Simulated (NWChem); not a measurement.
System: CH$_{2}$BrF; SMILES BrCF

```xyz
5

F      0.4033     1.9754     0.0000
C     -0.6197     1.0867     0.0000
Br     0.0719    -0.7624     0.0000
H     -1.2141     1.1932     0.9076
H     -1.2141     1.1932    -0.9076
```
Atoms are numbered in this order, from 1.

All runs: NWChem. Pople sets run with spherical d functions. Medium grid unless said otherwise, to which SCAN and Minnesota functionals are sensitive. All runs use the structure optimised with B3LYP/6-31G* (spherical d).

### Question
What does the run give for M06-L/6-31G*? Quantities: highest occupied level (eV); orbital gap (eV); dipole (D).

### Answer
| Item | Result |
|---|---|
| highest occupied level (eV) | -7.05 |
| orbital gap (eV) | 6.11 |
| dipole (D) | 1.79 |
